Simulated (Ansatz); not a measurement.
One change: `C=C(I)NC` becomes `C=C(F)NC`.

Ansatz, PBE0-D4/def2-TZVP geometries, multiplicity 1. Each molecule was computed in one conformer, which needn't be the lowest.

Elements past krypton have def2 core potentials.

```
                             property  `C=C(I)NC`
LUMO energy (ωB97M-V/def2-TZVPP) / eV        1.17
HOMO–LUMO gap (B3LYP/def2-TZVPP) / eV        4.98
HOMO energy (ωB97M-V/def2-TZVPP) / eV       -8.39
   HOMO energy (PBE0/def2-TZVPP) / eV       -6.22
  HOMO energy (B3LYP/def2-TZVPP) / eV       -6.01
 HOMO–LUMO gap (PBE0/def2-TZVPP) / eV        5.44
```

What does the change do to each property? (An estimate is asked.)

Ansatz gave: 
| property | `C=C(F)NC` | shift |
| --- | --- | --- |
| LUMO energy (ωB97M-V/def2-TZVPP) / eV | 2.41 | 1.24 |
| HOMO–LUMO gap (B3LYP/def2-TZVPP) / eV | 6.56 | 1.58 |
| HOMO energy (ωB97M-V/def2-TZVPP) / eV | -8.42 | -0.03 |
| HOMO energy (PBE0/def2-TZVPP) / eV | -6.20 | 0.02 |
| HOMO energy (B3LYP/def2-TZVPP) / eV | -6.00 | 0.01 |
| HOMO–LUMO gap (PBE0/def2-TZVPP) / eV | 7.09 | 1.65 |

B3LYP here is the variant with VWN-RPA as its local correlation; programs differ in this.

Spin–orbit coupling is left out; it splits and shifts lone-pair levels of the heavy atoms by tenths of an eV.
